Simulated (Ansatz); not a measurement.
`C[SiH](O)Cl` + F• → `C[Si](O)Cl`• + H–F at 700 K and 1 bar (hydrogen abstraction from the Si–H bond).

Computed with Ansatz on PBE0-D4/def2-TZVP structures; ΔE is electronic, products minus reactants. CCSD(T)/CBS adds triple-zeta CCSD(T) − MP2 to the extrapolated MP2 energy (def2 sets, frozen cores). This one scheme is used for every species, atoms too. Open shells (•) are unrestricted, without spin–orbit coupling. Spin–orbit coupling would lower the free atoms: a little for F. One conformer a species, not always the lowest.

```csv
species,CCSD(T)/CBS energy (Eh),H − E (kJ/mol),S (J/(mol·K))
`C[SiH](O)Cl`,-865.21254,230.4,430.7
F•,-99.66871,14.6,178.2
`C[Si](O)Cl`•,-864.55505,202.0,426.3
H–F,-100.39570,45.2,198.5
```

H − E and S are ideal-gas, rigid-rotor, harmonic terms from PBE0-D4/def2-TZVP, for one conformer and one mirror image of each species, with the whole ground term of open shells counted as degenerate. 1 Eh = 2625.50 kJ/mol, R = 8.31446 J/(mol·K).

By hand: ΔE, ΔH, ΔS and ΔG.

ΔE = (-864.55505) + (-100.39570) − (-865.21254) − (-99.66871) = -0.06950 Eh = -182.5 kJ/mol. Δ(H − E) = 202.0 + 45.2 − 230.4 − 14.6 = 2.2, so ΔH = -180.3 kJ/mol. ΔS = 426.3 + 198.5 − 430.7 − 178.2 = 15.9 J/(mol·K). ΔG = -180.3 − 700 × (15.9)/1000 = -191.4 kJ/mol.

By hand: the equilibrium constant, and the temperature at which ΔG would vanish if ΔH and ΔS stayed fixed.

log₁₀ K = −ΔG/(RT ln 10) = 14.3. ΔH and −TΔS have one sign here, so there is no such temperature.

ΔH outweighs TΔS. A doubt of 5 kJ/mol in ΔE shifts log₁₀ K by 0.4 here. Other conformers and mirror images would add mixing entropy, several J/(mol·K) or more a flexible species. These are equilibria of isolated gas molecules and say nothing of rates. Largest T1 diagnostic: 0.013 (customary marks: 0.02 for closed shells, 0.045 for open ones).
